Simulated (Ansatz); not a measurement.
`C[NH2+][B-](C)(Cl)Cl`, charge 0, multiplicity 1.

Give a relaxed structure at PBE0-D4/def2-TZVP (the Gaussian-basis code of Ansatz). (An estimate is asked.)

Ansatz gave: 
```xyz
14

C    -1.514    0.157    1.262
N    -0.643    0.433    0.104
B     0.685   -0.486   -0.082
C     1.444    0.008   -1.388
Cl    1.669   -0.224    1.466
Cl    0.047   -2.220   -0.233
H    -1.855   -0.874    1.192
H    -0.923    0.274    2.167
H    -2.364    0.840    1.270
H    -1.175    0.336   -0.758
H    -0.315    1.396    0.143
H     0.833   -0.099   -2.291
H     2.343   -0.593   -1.541
H     1.768    1.052   -1.311
```
Point group Cs.
This is one stationary point; other conformers may exist.
